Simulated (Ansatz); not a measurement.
Ansatz results at the PBE0-D4/def2-TZVP geometry: LUMO energy (PBE0/def2-TZVPP) -2.89 eV; ideal-gas entropy at 298 K and 1 bar (rigid rotor, harmonic PBE0-D4/def2-TZVP) 311 J/(mol·K); HOMO–LUMO gap (PBE0/def2-TZVPP) 6.97 eV.

(1) Which molecule gave them?
A. `[OH][Cu-][P+](F)(F)F`
B. `O=S(=O)(Cl)Cl`
C. `CC(=O)Cl`
D. `FP(F)(F)(F)F`

## Answers

(1) B. The others give `FP(F)(F)(F)F`: 0.66, 302, 12.76; `CC(=O)Cl`: -1.01, 294, 7.57; `[OH][Cu-][P+](F)(F)F`: -1.54, 383, 5.51.
